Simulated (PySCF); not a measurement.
## Relaxation of quintet RhN₂⁻

All numbers come from UPBE0/[Rh def2-SVPD with ECP28, N def2-SVPD], scalar-relativistic core potentials, density fitting, no spin–orbit coupling, PySCF. A (50,194) grid was used.

A start displaced from a saddle point along its imaginary mode, of C2v symmetry, held to at least that symmetry:

```xyz
3
charge -1 multiplicity 5, angstrom
Rh    0.0244    0.0217    0.0000
N    -0.0898   -0.0796    1.8029
N    -0.0898   -0.0796   -1.8029
```

(1) What forces act on the atoms at the start (eV/Å)?

(2) What does it relax to?

(3) How much energy is released, and in how many steps?

Results:

(1) 
```json
{"atom": "Rh1", "Fx": "0.55", "Fy": "0.49", "Fz": "0.00"}
{"atom": "N2", "Fx": "-0.27", "Fy": "-0.24", "Fz": "-0.35"}
{"atom": "N3", "Fx": "-0.27", "Fy": "-0.24", "Fz": "0.35"}
```

(2) It ends at C2v with Rh–N 1.774 Å (×2); N–Rh–N 107.4° (after a last refinement on a finer grid). A frequency run shows a minimum. Other isomers or separated fragments may lie lower.

(3) 116.8 kJ/mol in 10 steps.

Open d and f shells are described by one determinant, and the ground state may have another occupation or spin. At this level a broken-symmetry Ms = 0 minimum of C∞v symmetry lies 410 kJ/mol below this structure.
